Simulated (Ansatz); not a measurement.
Consider the formal exchange of groups at the Al–Se bond: `[CH3][AlH][Se]C` + `C=C` → `C=[CH][AlH][CH3]` + `C[SeH]`.

Isolated molecules relaxed with PBE0-D4/def2-TZVP in Ansatz; ΔE leaves out vibrations. CCSD(T)/CBS adds triple-zeta CCSD(T) − MP2 to the extrapolated MP2 energy (def2 sets, frozen cores). This one scheme is used for every species. DFT in def2-TZVPP. For Se outer-core shells are correlated without core-valence functions, which leaves a few kJ/mol of doubt a bond. Scalar relativity is left out up to krypton. One conformer a species, not always the lowest.

Is it downhill or uphill in electronic energy at CCSD(T)/CBS, and by how much? (An estimate is asked.)

The calculation gave: Uphill: ΔE = +1.23 eV.

What do these levels give: PBE-D4, ωB97M-V, r2SCAN0, CAM-B3LYP, RPA@PBE/def2-TZVPP, CCSD/CBS(def2)? (Best estimate.)

Ansatz gave: PBE-D4 1.21, ωB97M-V 1.18, r2SCAN0 1.23, CAM-B3LYP 1.15, RPA@PBE/def2-TZVPP 1.12, CCSD/CBS(def2) 1.23 eV.

Largest T1 diagnostic among the species: 0.011.

Leaving LDA and LC-ωPBE aside and taking each functional with its dispersion term where it has one, the values, not all of them listed here, spread over 0.09 eV, from B97M-V to r2SCAN0-D4. At CCSD(T), def2-SVP lies −0.05 eV from the extrapolated value and def2-TZVPP −0.04 eV. From BLYP to BHLYP (50 % exact exchange), in def2-TZVPP and without D4, ΔE moves by +0.04 eV.
